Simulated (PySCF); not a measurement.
B(F)2(Et) (C2H5BF2), SMILES CCB(F)F.

The structure is a stationary point at PBE0-D3(BJ)/def2-SVP. The values are those of a single conformer.

Calculation: M06-2X/def2-TZVP (PySCF).

Symmetry labels are those of the subgroup Cs that the program uses (full group Cs).

Computed valence orbital energies around the gap with their symmetry:
| orbital | symmetry | energy (eV) |
|---|---|---|
| HOMO−7 | A' | -16.01 |
| HOMO−6 | A" | -14.46 |
| HOMO−5 | A' | -14.20 |
| HOMO−4 | A" | -14.00 |
| HOMO−3 | A' | -13.32 |
| HOMO−2 | A' | -12.08 |
| HOMO−1 | A" | -11.35 |
| HOMO | A' | -10.79 |
| LUMO | A' | 1.16 |
| LUMO+1 | A" | 1.26 |
| LUMO+2 | A' | 2.39 |
| LUMO+3 | A" | 2.78 |
